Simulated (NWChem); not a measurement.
# C4H3FO; SMILES Fc1ccoc1

All runs: NWChem. The geometry was optimised at PBE-D3(BJ)/def2-SVP. Level: B3LYP/def2-SVP with COSMO at NWChem's default radii, gas-phase geometry; rows give the dielectric constant.

| dielectric constant | electrostatic solvation energy (kcal/mol) | dipole in solution (D) |
|---|---|---|
| 1.5 | -0.9 | 1.10 |
| 3.9 | -2.2 | 1.21 |
| 20.7 | -2.9 | 1.28 |
| 25.0 | -2.9 | 1.28 |
| 78.4 | -3.0 | 1.29 |
